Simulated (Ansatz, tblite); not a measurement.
Removing and adding an electron: (CuI)2 ring (Cu2I2). The state is a singlet with charge 0. Geometry: PBE0-D4/def2-SVP. Ansatz, gas phase; energy differences of separate SCF runs; the oxidised species was run as a doublet alone; the reduced species was run as a doublet alone.

Cartesian coordinates in Å:
```
Cu 0.032 0.260 1.157
I 2.230 -0.303 0.007
Cu -0.032 -0.260 -1.157
I -2.230 0.303 -0.007
```

In the def2 sets I takes a core potential; there is no spin–orbit coupling. The xTB rows come from tblite. Correlated methods freeze 26 core orbitals; core or outer-core shells of I are correlated, in sets that lack core-valence functions. The rows differ in basis, and correlated rows in double-zeta sets carry the largest basis error. In CCSD on the charge 1 doublet the largest single amplitude is 0.28, so its Hartree–Fock determinant may place the open shell otherwise than the density functionals do. HOMO above LUMO, or a gap near zero within one spin, warns that the state may not be the lowest or that an electron is smeared out.

Q: Estimate orbital energies and vertical ionisation energies and electron affinities at: GFN1-xTB; GFN2-xTB; HF/def2-SVP; PBE-D4/def2-TZVP; PBE-D4/def2-TZVPD; r2SCAN-D4/def2-TZVP; r2SCAN-D4/def2-TZVPD; PBE0-D4/def2-TZVP; PBE0-D4/def2-TZVPD; MP2/def2-SVP; CCSD/def2-SVP; CCSD(T)/def2-SVP.

A: 
| level | −HOMO (eV) | vertical IE (eV) | −LUMO (eV) | vertical EA (eV) | HOMO–LUMO gap (eV) | IE − EA (eV) | remarks |
| --- | --- | --- | --- | --- | --- | --- | --- |
| GFN1-xTB | 11.21 | 13.80 | 6.79 | 4.02 | 4.43 | 9.78 | – |
| GFN2-xTB | 10.21 | 13.89 | 3.98 | 1.62 | 6.23 | 12.27 | – |
| HF/def2-SVP | – | 8.97 | – | – | – | – | – |
| PBE-D4/def2-TZVP | 5.64 | 8.40 | 2.68 | – | 2.96 | – | gap within one spin near zero (+1 doublet) |
| PBE-D4/def2-TZVPD | 5.66 | – | 2.73 | 0.86 | 2.93 | – | HOMO above zero (-1 doublet) |
| r2SCAN-D4/def2-TZVP | 5.74 | 8.51 | 2.37 | – | 3.37 | – | – |
| r2SCAN-D4/def2-TZVPD | 5.75 | – | 2.42 | 0.79 | 3.33 | – | HOMO above zero (-1 doublet) |
| PBE0-D4/def2-TZVP | 7.11 | 8.87 | 1.79 | – | 5.32 | – | – |
| PBE0-D4/def2-TZVPD | 7.12 | – | 1.85 | 0.61 | 5.27 | – | HOMO above zero (-1 doublet) |
| MP2/def2-SVP | – | 8.91 | – | – | – | – | – |
| CCSD/def2-SVP | – | 8.90 | – | – | – | – | – |
| CCSD(T)/def2-SVP | – | 8.72 | – | – | – | – | – |

   A HOMO above zero means that the electron is unbound at that level or that self-interaction error raises the level; the energy of removing that electron tells which. Raw xTB energy differences between charge states are shifted by several eV; the methods need an empirical correction for them.
